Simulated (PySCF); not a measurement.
# Bond curve of CaAl⁺

Set-up: basis Ca 6-31G(d,p), Al 6-31G(d,p); no relativity; PySCF 2.14. Energies in eV from Ca + Al⁺ in their ground configurations at the same level. State: ¹Σ⁺ (singlet), closed shell.

```
R (Å)   ωB97X  r²SCAN0
2.994  -1.083   -1.287
3.133  -1.238   -1.449
3.272  -1.321   -1.540
3.377  -1.348   -1.572
3.481  -1.352   -1.582
3.585  -1.339   -1.574
3.725  -1.302   -1.544
3.899  -1.235   -1.484
4.108  -1.139   -1.394
4.386  -0.999   -1.262
```

Q: Put a parabola through the three lowest points of the ωB97X curve and estimate Re, k and ωe (reduced mass 16.11 u; 1 eV/Å² = 0.16022 mdyn/Å; ωe = 1302.8·√(k/μ) cm⁻¹).

A: Through R = 3.377, 3.481, 3.585 Å the second-order coefficient is 0.786 eV/Å², so Re ≈ 3.453 Å, k ≈ 0.252 mdyn/Å and ωe ≈ 163 cm⁻¹. A polynomial fit of higher order to the unrounded ωB97X energies gives Re = 3.451 Å, k = 0.274 mdyn/Å, ωe = 170 cm⁻¹; anharmonicity and rounding make the difference.

The higher-order fit for each curve: ωB97X: Re = 3.451 Å, ωe = 170 cm⁻¹, De = 1.35 eV; r²SCAN0: Re = 3.483 Å, ωe = 164 cm⁻¹, De = 1.58 eV.

Closed-shell solutions of metal pairs were not tested for spin polarisation, which can lower them a little. For an ion De counts to the pair picked by the measured ionisation energies or electron affinities, which need not be the lowest pair at this level.
